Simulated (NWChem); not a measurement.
GeH₄S₂; SMILES [SH][GeH2][SH]

```xyz
7

Ge     0.0000     0.0000    -0.6142
S      1.8490     0.0272     0.6259
S     -1.8490    -0.0272     0.6259
H      0.1008     1.2717    -1.4704
H     -0.1008    -1.2717    -1.4704
H      1.5477    -1.1142     1.2829
H     -1.5477     1.1142     1.2829
```
Atoms are numbered in this order, from 1.

Program: NWChem. Geometry: optimised at PBE0/def2-SVP. Level r2SCAN/def2-SVP: energy and gradient on several grids; changes count from the extra-fine grid, which is no exact limit either.

Q: Which is the coarsest grid (xfine; fine; medium; coarse; xcoarse) from which on the energy stays within 500 μHa and each gradient component within 500 μHa/bohr of xfine?

A: medium.
```csv
grid,size of the energy change (μHa),largest change of a gradient component (μHa/bohr)
xcoarse,4000,1000
coarse,200,800
medium,50,70
fine,< 10,50
xfine,< 10,< 30
```
